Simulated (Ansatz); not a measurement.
The lowest singlet and triplet of SH (SMILES [SH+]); geometries from B3LYP-D3(BJ)/def2-TZVP, each state relaxed from the structure named, with no frequency check, low spin by broken symmetry.
Singlet (charge 1, multiplicity 1):
```xyz
2

S      0.000     0.000    -0.081
H      0.000     0.000     1.291
```
Triplet (charge 1, multiplicity 3):
| atom | x (Å) | y (Å) | z (Å) |
|---|---|---|---|
| S | 0.0000 | 0.0000 | -0.0807 |
| H | 0.0000 | 0.0000 | 1.2904 |

A positive gap puts the triplet lower; no zero-point energy. R- takes a restricted singlet, here one determinant of a half-filled degenerate or near-degenerate pair, which mixes singlet states. U- takes an unrestricted singlet (broken symmetry where lower, unprojected). The triplet is unrestricted in single-reference levels. Active spaces average the two states.

Cores are frozen in the correlated methods.

Codes used: Ansatz (a first-principles code) with Gaussian orbitals. 

Task: Estimate the gap E(singlet) − E(triplet), adiabatic that R-CCSD(T)/cc-pV(Q+d)Z returns for this input.

Result: 34.5 kcal/mol

Task: What is the computed gap E(singlet) − E(triplet), adiabatic (FIC-MRCISD+Q on SA-CASSCF(6,5)/cc-pV(Q+d)Z)?

Result: 28.4 kcal/mol

Task: What is the computed gap E(singlet) − E(triplet), adiabatic (U-BHLYP/def2-TZVPP (spin-contaminated))?

Result: 9.1 kcal/mol

Doubts at one or more of the structures used: a restricted determinant that unrestricted orbitals would lower (R-CCSD(T)/cc-pV(Q+d)Z).
